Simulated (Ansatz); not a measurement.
Molecule: C$_{5}$H$_{11}$O (charge 0, doublet). It need not be the lowest isomer of its formula. SMILES: CC[CH]CCO
Coordinates optimised at B3LYP-D3(BJ)/def2-TZVP (Ansatz, an electronic-structure program):
```xyz
17

C      2.5464     0.2370    -0.5599
C      1.7252    -0.4656     0.5349
C      0.5657     0.3352     1.0158
C     -0.8454    -0.0731     0.7865
C     -1.3323     0.2174    -0.6455
O     -2.6928    -0.1432    -0.8480
H      1.9372     0.4274    -1.4451
H      3.4023    -0.3722    -0.8585
H      2.9242     1.1975    -0.2040
H      2.3998    -0.6872     1.3732
H      1.3764    -1.4336     0.1623
H      0.7641     1.3155     1.4353
H     -1.5208     0.4369     1.4773
H     -0.9554    -1.1524     0.9619
H     -0.6815    -0.2892    -1.3685
H     -1.2769     1.2878    -0.8446
H     -2.7851    -1.0900    -0.6960
```
Charge 0, spin multiplicity 2.

Property: atomisation energy (electronic, to ground-state atoms); the coupled-cluster value holds the core correlation from cc-pwCVTZ, in kJ/mol. Cores are frozen in the correlated levels unless marked. UHF or UKS for open shells. Spin-orbit coupling is left out. Non-relativistic. CBS(X,Y): correlation extrapolated as X^-3; Hartree-Fock from the larger set. The bracket is a focal-point correction in the basis named.

Level to compare with: RI-MP2/CBS(cc-pVTZ,cc-pVQZ)+[CCSD(T)-MP2]/cc-pVTZ plus the core term (Ansatz), 6661.3 kJ/mol. It is a level with limits of its own, and the differences hold the functionals' basis error too.

### Question
Rank these functionals by how close they come to RI-MP2/CBS(cc-pVTZ,cc-pVQZ)+[CCSD(T)-MP2]/cc-pVTZ, closest first: B97M-V/def2-TZVPD (Ansatz); BHLYP/def2-TZVPD (Ansatz); BLYP/def2-TZVPD (Ansatz); SVWN5/def2-TZVPD (Ansatz).

### Answer
B97M-V/def2-TZVPD (meta-GGA with VV10, 6630.9 kJ/mol, difference -30.4), BLYP/def2-TZVPD (GGA, 6545.8 kJ/mol, difference -115.5), BHLYP/def2-TZVPD (global hybrid, 6439.4 kJ/mol, difference -221.9), SVWN5/def2-TZVPD (LDA, 7573.1 kJ/mol, difference 911.8)
